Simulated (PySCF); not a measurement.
Peak assignment

Atom-mapped SMILES (the numbers label the heavy atoms): `[CH3:1][C:2]1=[C:3]([CH3:4])[C:5]([CH3:6])=[C:7]([CH3:8])[CH2:9]1` (H(Xn): hydrogen on atom n).

Theoretical values (PySCF 2.14): NMR shieldings at PBE0/pcSseg-1/GIAO, geometry: PBE0-D3(BJ)/def2-SVP. One averaged value for each set of equivalent atoms, one computed conformer, in vacuum, relativity neglected.

Chemical shifts δ = σref − σ; 13C, 1H vs TMS, all at this level.

(1) Assign these signals to the numbered atoms. 13C{1H} NMR (computed): δ 143.8 (C), 139.1 (C), 50.6 (CH2), 14.9 (CH3), 12.8 (CH3).

(2) Assign these signals to the numbered atoms. 1H NMR (300 MHz, computed): δ 2.52 (s, 2H), 1.98 (s, 6H), 1.85 (s, 6H).

Results:

(1) 
| δ (ppm) | atoms | environment | reason |
| --- | --- | --- | --- |
| 143.8 | C3/C5 | fully substituted alkene carbon | as expected for a trigonal carbon in a double bond |
| 139.1 | C2/C7 | fully substituted alkene carbon | – |
| 50.6 | C9 | allylic sp3 CH2 | saturated and bonded to C and H only |
| 14.9 | C1/C8 | allylic methyl carbon | a saturated carbon with 1 carbon neighbour and no heteroatom attached |
| 12.8 | C4/C6 | allylic methyl carbon | – |

(2) 
| δ (ppm) | atoms | environment | reason |
| --- | --- | --- | --- |
| 2.52 | H(C9) | hydrogen on an allylic sp3 CH2 | allylic position |
| 1.98 | H(C1)/H(C8) | hydrogen on an allylic methyl carbon | allylic position |
| 1.85 | H(C4)/H(C6) | hydrogen on an allylic methyl carbon | – |

Shifts are as computed. Against solution values, carbons near 30 ppm lie about +2 ppm off and those near 130 ppm about +5 ppm. Of 1211 compounds with measured shifts, 218 miss one by over three times the rms of a fit or turn the order of signals round; such compounds aren't used in these exercises. Multiplicities follow the n + 1 count of equivalent neighbours, as no J values were calculated; m marks all less simple cases, F and P coupling included.
